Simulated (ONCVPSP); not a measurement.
# molybdenum (Mo): one change to an ONCV potential, before and after

Mo (Z = 42), optimised norm-conserving Vanderbilt (ONCV), made with ONCVPSP 4.0.1 (PBEsol, scalar-relativistic). Core [Kr], reference 4d5 5s1. Waves: 5s: rc 2.65 bohr, ncon 4, nbas 8, qcut 2.4 1/bohr, 2 projectors, debl 3 Ha; p scattering state at 0.39 Ha: rc 2.65 bohr, ncon 4, nbas 7, qcut 3 1/bohr, 2 projectors, debl 1.1 Ha; 4d: rc 1.75 bohr, ncon 4, nbas 7, qcut 5.2 1/bohr, 2 projectors, debl 1.7 Ha; f scattering state at 0.16 Ha: rc 2.80 bohr, ncon 4, nbas 7, qcut 3.8 1/bohr, 2 projectors, debl 0.6 Ha. Local part: polynomial inside 1.30 bohr (lpopt 5, dvloc0 0 Ha). Core correction: none.

All-electron outer shells of the reference configuration (PBEsol, scalar-relativistic, ld1.x):

```
shell  level (eV)  outermost node (bohr)  outermost maximum (bohr)
   4p      -38.46                   0.52                      1.06
   5s       -4.12                   1.34                      2.93
   4d       -3.77                   0.53                      1.38
```

Change: all radii scaled by about 1.13 (s 3.00, p 3.00, d 1.98, f 3.16 bohr); local potential polynomial inside 1.46 bohr (lpopt 5, dvloc0 0 Ha). In the p channel the program set the typed energies aside and used 0.050, 1.150 Ha.

Cutoffs: the cutoffs (Ha) at which the residual kinetic energy of the hardest occupied pseudo-wave falls to 1 and 0.1 mHa per electron; they do not see the model core or the augmentation charge, which bear on the density cutoff. Errors are all-electron minus pseudo energies relative to the spin-unpolarised reference configuration.

Task: Predict the effect on cutoff, ghosts and configuration errors.

Result: The potential gets softer (31 Ha and 54 Ha → 20 Ha and 41 Ha); both files keep a bound ghost (s); of the 4 tests that both files solve, the error grows in 1 and shrinks in 3 by more than 15 % and 0.3 meV (median size 19.8 → 9.0 meV). A larger radius leaves more room for a smooth pseudo-wave, so fewer plane waves are needed.

| quantity | base | changed |
| --- | --- | --- |
| cutoff, loose | 31 Ha | 20 Ha |
| cutoff, tight | 54 Ha | 41 Ha |
| loose cutoff by channel | s 2.6 Ha, d 31 Ha | s 2.5 Ha, d 20 Ha |
| bound ghosts | s | s |
| GHOST(+) flags under 300 eV | p at 7.3 eV, s at 113.1 eV | p at 10.2 eV, s at 114.3 eV |
| error for 4d5 5s0, meV [ΔE 6.90 eV] | -2.7 | -1.8 |
| error for 4d4 5s0, meV [ΔE 22.36 eV] | +24 | +16 |
| error for 4d3 5s0, meV [ΔE 49.09 eV] | -16 | -20 |
| error for 4d5 5s0 5p1, meV [ΔE 3.19 eV] | +43 | +0.5 |

 A true bound ghost makes a file unfit for plane-wave use even where its test errors are small: the radial tests pick states by their node count and pass the ghost by.
